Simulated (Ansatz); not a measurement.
Coupled-cluster diagnostics for GeF2⁻, Ansatz.

Geometry of the doublet (PBE-D4/def2-TZVPD):

```xyz
3

Ge   -0.659   -0.115    0.506
F    -0.237    1.233   -0.722
F     0.896   -1.118    0.216
```

Correlated methods freeze 11 core orbitals; core or outer-core shells of Ge are correlated, in sets that lack core-valence functions. The structure comes from a short search, and lower isomers may exist.

Geometry of the charge -1 quartet (PBE-D4/def2-TZVPD):

```csv
atom,x (Å),y (Å),z (Å)
Ge1,0.363,-0.847,-0.024
F2,-0.289,0.414,-1.275
F3,-0.074,0.434,1.299
```

(1) Estimate the CCSD(T) correlation energy, the shares of MP2 and (T), T1 and the reference's ⟨S²⟩ for: charge -1, doublet, own geometry in def2-TZVPPD; charge -1, quartet, own geometry in def2-TZVPPD; charge 0, singlet, vertical in def2-TZVPPD; and the rough time on 4 threads of Arm Neoverse V1 on a shared host.

Answers

(1) 
```csv
state,basis,correlation (eV),MP2 share (%),(T) share (%),T1,⟨S²⟩ (pure),wall time
"charge -1, doublet, own geometry",def2-TZVPPD,-20.933,97.0,3.4,0.017,0.78 (0.75),12 s
"charge -1, quartet, own geometry",def2-TZVPPD,-20.244,97.1,3.5,0.020,3.76 (3.75),19 s
"charge 0, singlet, vertical",def2-TZVPPD,-20.780,97.3,3.5,0.017,0.00 (0.00),3.1 s
```
Customary marks for T1 are 0.02 (closed shells), 0.045 (open shells) and about 0.05 (3d metals). T1 stays under 0.02 throughout.
